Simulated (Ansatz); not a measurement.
Z-matrix (Å, degrees):
```
C
B 1 1.528
C 1 1.532 2 119.9
B 1 1.528 2 119.9 3 -174.6
Si 1 1.904 2 100.8 3 -65.4
H 2 1.202 1 120.6 3 -10.6
H 2 1.195 1 119.7 3 168.8
H 3 1.086 1 116.0 2 161.8
H 3 1.086 1 116.0 2 23.6
H 4 1.195 1 119.7 2 5.8
H 4 1.202 1 120.6 2 -174.8
H 5 1.476 1 116.4 2 8.8
H 5 1.476 1 116.4 2 -132.4
```

Charge 0, multiplicity 1.

List the ωB97M-V/def2-TZVPP orbital energies in eV (Ansatz). (Estimate.)

Computed: Occupied: -1807.84, -281.79, -281.27, -187.55, -187.55, -148.93, -103.09, -103.01, -103.01, -25.18, -20.10, -17.53, -17.30, -15.76, -14.54, -13.53, -12.81, -12.67, -11.73, -11.05, -10.89, -9.77. Lowest empty: 0.43, 0.95, 1.68, 2.36, 2.67, 3.02, 3.46, 3.70.
